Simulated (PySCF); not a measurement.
This PySCF input asks for the NMR shieldings of SMILES CCC[N@H+](C)[AlH2-][O]C, C5H16AlNO; the geometry comes from GFN2-xTB.

```python
import basis_set_exchange as bse
import numpy as np
from pyscf import gto, dft
from pyscf.prop import nmr

atoms = """
C     2.668875    0.257037    1.008995
C     1.384473    1.019331    0.704943
C     0.805285    0.685839   -0.664653
N     0.358738   -0.702990   -0.734959
C    -0.144138   -1.038098   -2.060125
Al   -1.051630   -1.309445    0.702199
O    -2.140677   -0.058015    0.678033
C    -3.098353    0.947789    0.723275
H     2.464093   -0.801141    1.157102
H     3.390108    0.370180    0.200482
H     3.119018    0.635716    1.922687
H     0.629897    0.774735    1.455971
H     1.580697    2.092839    0.741097
H    -0.070791    1.314213   -0.847944
H     1.548165    0.891579   -1.451752
H     1.162717   -1.298034   -0.542701
H    -0.443321   -2.084635   -2.074317
H     0.602113   -0.858944   -2.841419
H    -1.027011   -0.432399   -2.262573
H    -0.157694   -1.431913    1.968988
H    -1.507069   -2.627119    0.014527
H    -2.699421    1.878027    0.303081
H    -3.402346    1.137848    1.756586
H    -3.983464    0.657364    0.150036
"""
names = dict.fromkeys(["C", "N", "Al", "O", "H"], "pcSseg-1")
basis = {el: gto.basis.parse(bse.get_basis(n, elements=[el], fmt="nwchem")) for el, n in names.items()}
mol = gto.M(atom=atoms, basis=basis, charge=0, verbose=0)
mf = dft.RKS(mol, xc="PBE0")
mf.grids.level = 2
mf.grids.alignment = dft.numint.BLKSIZE   # the property module wants whole blocks of grid points
mf.conv_tol = 1e-9
mf.kernel()

calc = nmr.RKS(mf)   # GIAO
C = mf.mo_coeff
Co = C[:, mf.mo_occ > 0]
resp = mf.gen_response(singlet=True, hermi=2)
def vind(x):   # induced exchange potential for any number of trial vectors
    d = np.einsum("pi,xij,qj->xpq", C, 2 * x.reshape(-1, C.shape[1], Co.shape[1]), Co, optimize=True)
    return np.einsum("xpq,pi,qj->xij", resp(d - d.transpose(0, 2, 1)), C, Co, optimize=True).ravel()
mo1, _ = nmr.rhf.solve_mo1(calc, with_cphf=vind)
sigma = calc.kernel(mo1)
for i, s in enumerate(sigma):   # ppm
    print("%2d %-2s %9.2f" % (i, mol.atom_pure_symbol(i), np.trace(s) / 3))
```

**Question.** What are the results?

**Answer.** 
```
 0 C     174.01
 1 C     162.42
 2 C     130.61
 3 N     212.43
 4 C     147.27
 5 Al    456.25
 6 O     341.22
 7 C     131.39
 8 H      30.46
 9 H      31.19
10 H      30.36
11 H      28.98
12 H      30.13
13 H      28.65
14 H      29.25
15 H      30.46
16 H      28.40
17 H      29.44
18 H      29.09
19 H      27.61
20 H      27.90
21 H      27.67
22 H      27.45
23 H      27.46
```

These numbers come from an equivalent density-fitted implementation of the same equations, which agrees with the script to about 0.01 ppm for H and up to a few tenths of a ppm for heavy atoms, so last digits may differ.

Size and cost of the density-fitted run: 223 basis functions, 98 s wall time on 1 thread of an Arm Neoverse N1, shared host; peak memory 1 GiB.
